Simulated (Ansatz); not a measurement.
A nudged elastic band was laid between two geometries of AlB2ClH2 (6 atoms, charge 0, multiplicity 1).

Computed with UKS PBE0-D4/def2-SVP in Ansatz.

```yaml
movable_images: 7
climbing_image: yes
spring: 5.0 eV/Å²
optimiser: quadratic models (default)
start_path: through a guess of the saddle point
force_threshold: 0.03 eV/Å
iteration_limit: 60
end_points: relaxed
```

Initial state:

```xyz
6
Properties=species:S:1:pos:R:3
Cl -1.251 -2.714 0.086
Al -0.375 -0.818 0.025
B 1.013 0.667 -0.413
B -0.142 1.223 0.353
H 1.876 0.096 -1.021
H -1.121 1.546 0.969
```

Final state:

```xyz
6
Properties=species:S:1:pos:R:3
Cl -2.076 -1.787 0.987
Al -0.324 0.025 -0.365
B 1.636 0.632 -0.815
B 0.543 1.721 -0.443
H 2.737 0.248 -1.111
H -2.517 -0.839 1.747
```

(1) What changes between the two ends?

(2) What energy profile does the band end with?

Results:

(1) Bonds broken: B4–H6. Bonds formed: Cl1–H6. AlB2ClH2 becomes AlB2H + ClH.

(2) It did not converge within its limit. The highest image is number 6 of 0 to 8, 4.08 eV above the first end and 0.02 eV above the last; the last end lies 4.06 eV above the first. The band didn't meet its force threshold, so its energies are provisional: the largest band force was still 0.04 eV/Å, and over the last iterations the top stayed at 4.08 eV. Neighbouring images lie up to 1.8 Å apart, so the band is torn or far too coarse. The orbitals stay closed-shell, which can raise the energy where a bond breaks towards radicals; this wasn't checked here.

```csv
image,path coordinate (Å),energy (eV),B4–H6 (Å),Cl1–H6 (Å)
0,0.00,0.00,1.20,4.35
1,1.82,1.47,1.44,3.59
2,3.65,1.49,3.26,3.15
3,5.47,1.91,2.89,3.18
4,7.30,0.82,1.22,3.94
5,9.12,0.65,1.26,2.89
6,10.95,4.08,2.85,1.32
7,12.36,4.06,4.30,1.29
8,13.77,4.06,4.55,1.29
```

The run took 26 min on 2 threads of Arm Neoverse V1, with other jobs on the host, peak memory 0.21 GiB.
